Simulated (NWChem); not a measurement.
System: GaHBr₂; SMILES [Br][GaH][Br]

NWChem input:

```
start job
memory heap 200 mb stack 900 mb global 1100 mb
geometry units angstroms noautoz
  Ga     0.000000     0.000000    -0.800515
  H      0.000000     0.000000    -2.361928
  Br    -1.950553     0.000000     0.410417
  Br     1.950553     0.000000     0.410417
end
basis spherical
  * library 6-311g**
end
dft
  xc pbe0
  iterations 150
  mulliken
end
task dft energy
```

All runs use the structure optimised with PBE-D3(BJ)/def2-SVP.

Task: What results follow from this input? (PBE0/6-311G** (spherical d).) Quantities: basis functions; energy (Ha); highest occupied level (eV); orbital gap (eV); dipole (D).

Result: 
| Property | Value |
|---|---|
| number of basis functions | 138 |
| energy (Ha) | -7072.91 |
| highest occupied level (eV) | -8.50 |
| orbital gap (eV) | 6.55 |
| dipole (D) | 1.58 |
